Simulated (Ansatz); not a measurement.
Stepwise reaction of `[Br][In]([Br])[Br]` with hydrogen sulfide, as a gas-phase model of exchange steps in deposition or etching. ΔE in kJ/mol; ΔG adds harmonic PBE0-D4 terms to CCSD(T)/CBS, at 1 bar.

Calculated with Ansatz (gas phase, PBE0-D4/def2-TZVP geometries, no zero-point term in ΔE). CBS: MP2 limit from def2 TZ/QZ plus the TZ coupled-cluster correction, frozen cores. This one scheme is used for every species. DFT in def2-TZVPP. B3LYP here is the variant with VWN-RPA as its local correlation; programs differ in this. def2 core potentials past Kr. For Br, In outer-core shells are correlated without core-valence functions, which leaves a few kJ/mol of doubt a bond. Scalar relativity is left out up to krypton. Each species was taken in one conformer, which may not be the lowest.

```
step                                                 reaction  PBE-D4  B3LYP-D4  ωB97M-V  CCSD(T)/CBS  ΔG(400 K)
   1  `[Br][In]([Br])[Br]` + H₂S → `[SH][In]([Br])[Br]` + HBr    31.3      36.8     36.8         37.4       33.0
   3  `[SH][In]([SH])[Br]` + H₂S → `[SH][In]([SH])[SH]` + HBr    41.0      46.4     46.4         46.4       50.3
```

Give the row of step 2, `[SH][In]([Br])[Br]` + H₂S → `[SH][In]([SH])[Br]` + HBr. (Best estimate.)

Computed: 
```tsv
step	reaction	PBE-D4	B3LYP-D4	ωB97M-V	CCSD(T)/CBS	ΔG(400 K)
2	`[SH][In]([Br])[Br]` + H₂S → `[SH][In]([SH])[Br]` + HBr	36.2	41.6	41.5	41.9	42.9
```

By hand: ΔE of the 3 steps together at CCSD(T)/CBS.

(37.4) + (41.9) + (46.4) = 125.7 kJ/mol, or 41.9 kJ/mol a step.

In ΔE each step is higher than the one before. All are uphill at CCSD(T)/CBS. ΔG lies between 33.0 and 50.3 kJ/mol a step. PBE-D4 differs from CCSD(T)/CBS by -6.1 to -5.4 kJ/mol a step. Isolated molecules leave out the surface, adducts and barriers. Largest T1 diagnostic: 0.014.
